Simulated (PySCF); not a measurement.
**A survey of ²⁹Si NMR shifts**

[PySCF 2.14.0 with density-fitted response routines: coordinates at the GFN2-xTB level; PBE0/pcSseg-1 with gauge-including orbitals; no solvent model; one computed conformer; non-relativistic; one averaged value for each set of equivalent atoms]

Shieldings were converted by a linear fit to measured shifts: ²⁹Si (scatter 8.9 ppm rms, 25.8 ppm with the 6 outliers that the fit left out vs TMS, solution or neat liquid). Occasional misses reach two or three times the rms, and more in compound classes unlike the fitted ones.

Give the ²⁹Si shifts of `C[SiH2]O[Si@H](C)N(C)C`, `N#C[SiH2][SiH2]C[SiH3]`, `CC(=O)C#C[SiH2][SiH3]`, `C[Si@H]1OCC(=O)O1`, `Nc1cccnc1[SiH2]S[SiH3]`, `C[C@@H]1CO[Si@H](Cl)[SiH2]1`, `C[Si]([SiH3])([SiH3])C#N`.

## Answers


```csv
compound,environment,δ (ppm)
[CH3:1][SiH2:2][O:3][Si@H:4]([CH3:5])[N:6]([CH3:7])[CH3:8],"Si4: silicon bonded to C, N, O, H",-26.0
[CH3:1][SiH2:2][O:3][Si@H:4]([CH3:5])[N:6]([CH3:7])[CH3:8],"Si2: silicon bonded to C, O, 2 H",-27.6
[N:1]#[C:2][SiH2:3][SiH2:4][CH2:5][SiH3:6],"Si6: silicon bonded to C, 3 H",-67.1
[N:1]#[C:2][SiH2:3][SiH2:4][CH2:5][SiH3:6],"Si4: silicon bonded to C, Si, 2 H",-70.9
[N:1]#[C:2][SiH2:3][SiH2:4][CH2:5][SiH3:6],"Si3: silicon bonded to C, Si, 2 H",-92.7
[CH3:1][C:2](=[O:3])[C:4]#[C:5][SiH2:6][SiH3:7],"Si6: silicon bonded to C, Si, 2 H",-91.1
[CH3:1][C:2](=[O:3])[C:4]#[C:5][SiH2:6][SiH3:7],"Si7: silicon bonded to Si, 3 H",-101.8
C[Si@H]1OCC(=O)O1,"silicon bonded to C, 2 O, H, in a 5-membered ring",4.7
[NH2:1][c:2]1[cH:3][cH:4][cH:5][n:6][c:7]1[SiH2:8][S:9][SiH3:10],"Si8: silicon bonded to C, S, 2 H",-36.1
[NH2:1][c:2]1[cH:3][cH:4][cH:5][n:6][c:7]1[SiH2:8][S:9][SiH3:10],"Si10: silicon bonded to S, 3 H",-56.1
[CH3:1][C@@H:2]1[CH2:3][O:4][Si@H:5]([Cl:6])[SiH2:7]1,"Si5: silicon bonded to Cl, O, Si, H, in a 5-membered ring",1.7
[CH3:1][C@@H:2]1[CH2:3][O:4][Si@H:5]([Cl:6])[SiH2:7]1,"Si7: silicon bonded to C, Si, 2 H, in a 5-membered ring",-63.3
[CH3:1][Si:2]([SiH3:3])([SiH3:4])[C:5]#[N:6],"Si2: silicon bonded to 2 C, 2 Si",-67.5
[CH3:1][Si:2]([SiH3:3])([SiH3:4])[C:5]#[N:6],"Si3/4: silicon bonded to Si, 3 H (×2)",-96.2
```
